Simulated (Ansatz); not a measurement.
Al2Si2. Charge 0, multiplicity 1. Geometry PBE-D4/def2-TZVP.

Cartesian coordinates in Å:
```
Al -0.329 -1.164 -0.044
Al 0.333 1.163 0.046
Si -0.723 0.127 2.039
Si 0.719 -0.126 -2.041
```

At r2SCAN-D4/def2-TZVP the restricted singlet is unstable: a solution with broken spin symmetry lies lower. At PBE0-D4/def2-TZVP a triplet of charge 0 lies 0.32 eV below the restricted singlet, each at its own geometry. The structure comes from a short search, and lower isomers may exist.

Problem. Estimate the orbital energies around the gap (eV) in Ansatz with PBE-D4/def2-TZVP, r2SCAN-D4/def2-TZVP, r2SCAN-D4/def2-TZVPD, B97M-V/def2-TZVP, PBE0-D4/def2-TZVPD.

Solution. 
```json
{"orbital": "HOMO−9", "PBE-D4/def2-TZVP": "-69.36", "r2SCAN-D4/def2-TZVP": "-71.26", "r2SCAN-D4/def2-TZVPD": "-71.26", "B97M-V/def2-TZVP": "-72.01", "PBE0-D4/def2-TZVPD": "-74.18"}
{"orbital": "HOMO−8", "PBE-D4/def2-TZVP": "-69.22", "r2SCAN-D4/def2-TZVP": "-71.12", "r2SCAN-D4/def2-TZVPD": "-71.12", "B97M-V/def2-TZVP": "-71.86", "PBE0-D4/def2-TZVPD": "-74.07"}
{"orbital": "HOMO−7", "PBE-D4/def2-TZVP": "-69.22", "r2SCAN-D4/def2-TZVP": "-71.12", "r2SCAN-D4/def2-TZVPD": "-71.12", "B97M-V/def2-TZVP": "-71.86", "PBE0-D4/def2-TZVPD": "-74.06"}
{"orbital": "HOMO−6", "PBE-D4/def2-TZVP": "-12.56", "r2SCAN-D4/def2-TZVP": "-13.10", "r2SCAN-D4/def2-TZVPD": "-13.10", "B97M-V/def2-TZVP": "-13.08", "PBE0-D4/def2-TZVPD": "-14.25"}
{"orbital": "HOMO−5", "PBE-D4/def2-TZVP": "-10.94", "r2SCAN-D4/def2-TZVP": "-11.36", "r2SCAN-D4/def2-TZVPD": "-11.36", "B97M-V/def2-TZVP": "-11.35", "PBE0-D4/def2-TZVPD": "-12.45"}
{"orbital": "HOMO−4", "PBE-D4/def2-TZVP": "-7.58", "r2SCAN-D4/def2-TZVP": "-7.81", "r2SCAN-D4/def2-TZVPD": "-7.80", "B97M-V/def2-TZVP": "-7.70", "PBE0-D4/def2-TZVPD": "-8.50"}
{"orbital": "HOMO−3", "PBE-D4/def2-TZVP": "-7.38", "r2SCAN-D4/def2-TZVP": "-7.55", "r2SCAN-D4/def2-TZVPD": "-7.55", "B97M-V/def2-TZVP": "-7.53", "PBE0-D4/def2-TZVPD": "-8.44"}
{"orbital": "HOMO−2", "PBE-D4/def2-TZVP": "-5.42", "r2SCAN-D4/def2-TZVP": "-5.62", "r2SCAN-D4/def2-TZVPD": "-5.61", "B97M-V/def2-TZVP": "-5.42", "PBE0-D4/def2-TZVPD": "-6.03"}
{"orbital": "HOMO−1", "PBE-D4/def2-TZVP": "-5.06", "r2SCAN-D4/def2-TZVP": "-5.24", "r2SCAN-D4/def2-TZVPD": "-5.24", "B97M-V/def2-TZVP": "-5.19", "PBE0-D4/def2-TZVPD": "-5.82"}
{"orbital": "HOMO", "PBE-D4/def2-TZVP": "-4.70", "r2SCAN-D4/def2-TZVP": "-4.83", "r2SCAN-D4/def2-TZVPD": "-4.84", "B97M-V/def2-TZVP": "-4.84", "PBE0-D4/def2-TZVPD": "-5.52"}
{"orbital": "LUMO", "PBE-D4/def2-TZVP": "-4.41", "r2SCAN-D4/def2-TZVP": "-4.42", "r2SCAN-D4/def2-TZVPD": "-4.42", "B97M-V/def2-TZVP": "-4.23", "PBE0-D4/def2-TZVPD": "-3.78"}
{"orbital": "LUMO+1", "PBE-D4/def2-TZVP": "-3.84", "r2SCAN-D4/def2-TZVP": "-3.86", "r2SCAN-D4/def2-TZVPD": "-3.86", "B97M-V/def2-TZVP": "-3.65", "PBE0-D4/def2-TZVPD": "-3.23"}
{"orbital": "LUMO+2", "PBE-D4/def2-TZVP": "-2.42", "r2SCAN-D4/def2-TZVP": "-2.30", "r2SCAN-D4/def2-TZVPD": "-2.30", "B97M-V/def2-TZVP": "-2.21", "PBE0-D4/def2-TZVPD": "-1.78"}
{"orbital": "LUMO+3", "PBE-D4/def2-TZVP": "-1.90", "r2SCAN-D4/def2-TZVP": "-1.74", "r2SCAN-D4/def2-TZVPD": "-1.74", "B97M-V/def2-TZVP": "-1.68", "PBE0-D4/def2-TZVPD": "-1.26"}
{"orbital": "LUMO+4", "PBE-D4/def2-TZVP": "-1.38", "r2SCAN-D4/def2-TZVP": "-1.19", "r2SCAN-D4/def2-TZVPD": "-1.20", "B97M-V/def2-TZVP": "-1.07", "PBE0-D4/def2-TZVPD": "-0.56"}
{"orbital": "LUMO+5", "PBE-D4/def2-TZVP": "-0.46", "r2SCAN-D4/def2-TZVP": "-0.19", "r2SCAN-D4/def2-TZVPD": "-0.31", "B97M-V/def2-TZVP": "-0.15", "PBE0-D4/def2-TZVPD": "-0.03"}
```
